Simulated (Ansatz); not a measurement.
Start from `N[SiH2]O[SiH](N)O` and change one atom or group to get `N[SiH2]O[Si](N)(O)O`.

Ansatz, PBE0-D4/def2-TZVP geometries, multiplicity 1. Each molecule was computed in one conformer, which needn't be the lowest.

```json
{"property": "HOMO energy (ωB97M-V/def2-TZVPP) / eV", "`N[SiH2]O[SiH](N)O`": "-10.02"}
{"property": "HOMO–LUMO gap (B3LYP/def2-TZVPP) / eV", "`N[SiH2]O[SiH](N)O`": "7.58"}
{"property": "size of the dipole moment (B3LYP/def2-TZVPP) / D", "`N[SiH2]O[SiH](N)O`": "2.92"}
{"property": "size of the dipole moment (PBE/def2-TZVPP) / D", "`N[SiH2]O[SiH](N)O`": "2.92"}
{"property": "LUMO energy (B3LYP/def2-TZVPP) / eV", "`N[SiH2]O[SiH](N)O`": "0.19"}
{"property": "HOMO–LUMO gap (ωB97M-V/def2-TZVPP) / eV", "`N[SiH2]O[SiH](N)O`": "11.96"}
```

(1) Give the same properties after the change, and the shifts. (Estimate.)

Results:

(1) The calculation gave: 
```csv
property,`N[SiH2]O[Si](N)(O)O`,shift
HOMO energy (ωB97M-V/def2-TZVPP) / eV,-10.14,-0.12
HOMO–LUMO gap (B3LYP/def2-TZVPP) / eV,7.54,-0.04
size of the dipole moment (B3LYP/def2-TZVPP) / D,2.42,-0.50
size of the dipole moment (PBE/def2-TZVPP) / D,2.34,-0.58
LUMO energy (B3LYP/def2-TZVPP) / eV,0.11,-0.08
HOMO–LUMO gap (ωB97M-V/def2-TZVPP) / eV,12.02,0.06
```

Dipoles are sizes alone; their direction can turn.

B3LYP here is the variant with VWN-RPA as its local correlation; programs differ in this.
